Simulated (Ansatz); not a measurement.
F2ISn (`[F][Sn]([F])[I]`) radical, relaxed with UKS PBE-D4/def2-SVP in Ansatz from a rough embedded geometry. The force threshold is 0.03 eV/Å; the program also tests the step.

The species carries charge 0 and has multiplicity 2. Sn, I takes the def2 core potential.

Start:

```xyz
4

F     0.462   -0.243   -1.871
Sn    0.186    0.531   -0.114
F    -1.704    0.789    0.117
I     1.055   -1.077    1.868
```

(1) By how much does the energy fall, and how many steps does the optimiser take? (Estimate.)

(2) Which bonds change most? (Estimate.)

(3) Give the relaxed structure. (Best estimate.)

## Answers

(1) Computed: 0.07 eV, in 2 steps.

(2) The calculation gave: Sn2–I4 from 2.695 to 2.774 Å; Sn2–F3 from 1.922 to 1.968 Å; F1–Sn2 from 1.940 to 1.968 Å.

(3) The calculation gave: 
```xyz
4

F     0.413   -0.253   -1.853
Sn    0.215    0.589   -0.085
F    -1.738    0.794    0.037
I     1.109   -1.130    1.900
```
